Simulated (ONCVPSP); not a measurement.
## P (Z = 15): excitation energies, all-electron against ONCV

```
Element                 : P
Generator               : ONCVPSP 4.0.1
Type                    : optimised norm-conserving Vanderbilt (ONCV)
Functional              : LDA (Perdew-Wang 92)
Relativity              : scalar-relativistic
Frozen core             : [He]
Valence charge          : 13
Reference configuration : 2s2 2p6 3s2 3p1 (charge +2)
Partial waves           : 2s+3s: rc 0.85 bohr, ncon 5, nbas 10, qcut 12.6 1/bohr, 2 projectors; 2p+3p: rc 0.95 bohr, ncon 3, nbas 6, qcut 17.6 1/bohr, 2 projectors; d scattering state at 0.28 Ha: rc 0.95 bohr, ncon 3, nbas 6, qcut 8.5 1/bohr, 2 projectors, debl 0.5 Ha
Local potential         : polynomial inside 0.80 bohr (lpopt 5, dvloc0 0 Ha)
Core correction         : none
```

Energies are relative to the spin-unpolarised reference configuration 2s2 2p6 3s2 3p1; without spin polarisation the order of configurations can differ from experiment.

```
valence configuration  charge  ΔE all-electron (eV)  error AE − PS (meV)
      2s2 2p6 3s2 3p3       0               -29.059                 +3.4
      2s2 2p6 3s2 3p2      +1               -19.244                 +1.6
      2s2 2p6 3s0 3p5       0               -11.920                  +12
```

What are ΔE and the potential's error for 2s2 2p6 3s2 3p0?

ΔE = 29.889 eV all-electron; the error (AE − PS) is +1.9 meV.

Levels in the configuration 2s2 2p6 3s2 3p2:

```tsv
level	all-electron (eV)	pseudo (eV)
2s	-183.771	-183.774
2p	-135.164	-135.217
3s	-23.321	-23.319
3p	-14.301	-14.302
```
